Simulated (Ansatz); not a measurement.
`Cl[SiH]1[SiH2][SiH2]1`, charge 0, multiplicity 1.

Give a relaxed structure at PBE0-D4/def2-TZVP (Ansatz 0.2.0). (Best estimate.)

The calculation gave: 
```xyz
9

Cl   -2.4828   -0.6226   -1.5795
Si   -1.2627   -0.2950    0.0418
Si    0.9540   -0.9809    0.0973
Si    0.4169    1.3068    0.0390
H    -2.0270   -0.4438    1.3043
H     1.5602   -1.4769   -1.1633
H     1.4958   -1.6521    1.3056
H     0.7529    1.9578   -1.2518
H     0.5929    2.2068    1.2066
```
Point group Cs.
This is one stationary point; other conformers may exist.
